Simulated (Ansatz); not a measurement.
The same ligand exchange along the group B, Al, Ga.

Computed with Ansatz on PBE0-D4/def2-TZVP structures; ΔE is electronic, products minus reactants. CBS: MP2 limit from def2 TZ/QZ plus the TZ coupled-cluster correction, frozen cores. This one scheme is used for every species. Functionals use def2-TZVPP. For Ga outer-core shells are correlated without core-valence functions, which leaves a few kJ/mol of doubt a bond. Scalar relativity is left out up to krypton. One conformer a species, not always the lowest.

| reaction | PBE-D4 (kcal/mol) | CCSD/CBS(def2) (kcal/mol) | ωB97X-V (kcal/mol) |
| --- | --- | --- | --- |
| `OB(O)Cl` + CH₃OH → `COB(O)Cl` + H₂O | -0.5 | -1.3 | -0.6 |
| `[OH][Al]([OH])[Cl]` + CH₃OH → `C[O][Al]([OH])[Cl]` + H₂O | 0.9 | 0.3 | 0.8 |
| `[OH][Ga]([OH])[Cl]` + CH₃OH → `C[O][Ga]([OH])[Cl]` + H₂O | 0.8 | 0.4 | 1.1 |

Question: Give the CCSD(T)/CBS values in the same order. (Best estimate.)

Answer: Computed: -1.7, 0.2, 0.1 kcal/mol.

Largest T1 diagnostic: 0.013, for `C[O][Ga]([OH])[Cl]`.
